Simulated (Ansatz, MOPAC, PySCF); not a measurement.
Breaking a bond: BH, singlet.

Methods: RHF/LANL2DZ = restricted Hartree-Fock/LANL2DZ run with PySCF; AM1, restricted, heats of formation (MOPAC); RKS-B3LYP/6-31G* = restricted B3LYP/6-31G*, spherical d (PySCF); FCI = Ansatz (a program for electronic structure) with full CI/def2-TZVP, frozen core.

Energies relative to the lowest point of each curve near equilibrium, in eV; the last columns give the difference from FCI:

| R / Å | RHF/LANL2DZ | AM1 | RKS-B3LYP/6-31G* | FCI | RHF/LANL2DZ − FCI | AM1 − FCI | RKS-B3LYP/6-31G* − FCI |
|---|---|---|---|---|---|---|---|
| 0.99 | 0.988 | 1.031 | 0.974 | 0.909 | 0.079 | 0.122 | 0.065 |
| 1.05 | 0.512 | 0.546 | 0.505 | 0.461 | 0.051 | 0.084 | 0.044 |
| 1.13 | 0.151 | 0.144 | 0.151 | 0.129 | 0.023 | 0.015 | 0.022 |
| 1.16 | 0.077 | 0.062 | 0.078 | 0.062 | 0.015 | -0.001 | 0.015 |
| 1.22 | 0.005 | 0.000 | 0.006 | 0.002 | 0.003 | -0.002 | 0.004 |
| 1.24 | 0.000 | 0.006 | 0.000 | 0.000 | 0.000 | 0.006 | 0.000 |
| 1.28 | 0.013 | 0.054 | 0.010 | 0.017 | -0.004 | 0.037 | -0.007 |
| 1.31 | 0.040 | 0.116 | 0.035 | 0.046 | -0.006 | 0.070 | -0.011 |
| 1.38 | 0.148 | 0.332 | 0.134 | 0.155 | -0.007 | 0.176 | -0.021 |
| 1.44 | 0.280 | 0.572 | 0.255 | 0.283 | -0.003 | 0.288 | -0.028 |
| 1.53 | 0.521 | 0.986 | 0.476 | 0.513 | 0.008 | 0.474 | -0.037 |
| 1.66 | 0.923 | 1.629 | 0.841 | 0.883 | 0.040 | 0.745 | -0.042 |
| 1.86 | 1.585 | 2.593 | 1.432 | 1.460 | 0.125 | 1.133 | -0.028 |
| 2.08 | 2.308 | 3.541 | 2.060 | 2.031 | 0.277 | 1.510 | 0.029 |
| 2.24 | 2.811 | 4.139 | 2.483 | 2.383 | 0.428 | 1.756 | 0.099 |
| 2.48 | 3.513 | 4.891 | 3.052 | 2.804 | 0.710 | 2.087 | 0.248 |
| 2.72 | 4.147 | 5.486 | 3.539 | 3.100 | 1.047 | 2.386 | 0.439 |
| 3.03 | 4.863 | 6.066 | 4.057 | 3.333 | 1.529 | 2.733 | 0.723 |
| 3.32 | 5.435 | 6.466 | 4.442 | 3.448 | 1.987 | 3.018 | 0.995 |
| 3.73 | 6.103 | 6.871 | 4.854 | 3.519 | 2.584 | 3.352 | 1.335 |
| 4.36 | 6.862 | 7.279 | 5.252 | 3.551 | 3.312 | 3.728 | 1.702 |
| 5.03 | 7.389 | 7.562 | 5.463 | 3.557 | 3.832 | 4.005 | 1.907 |

RHF/LANL2DZ is furthest from FCI at 5.03 (3.832 eV, above); its mean absolute difference over the points is 0.730 eV.

AM1 is furthest from FCI at 5.03 (4.005 eV, above); its mean absolute difference over the points is 1.260 eV.

RKS-B3LYP/6-31G* is furthest from FCI at 5.03 (1.907 eV, above); its mean absolute difference over the points is 0.355 eV.

The restricted form behind RHF/LANL2DZ, AM1, RKS-B3LYP/6-31G* keeps the bonding electrons paired and can't separate into open-shell fragments.
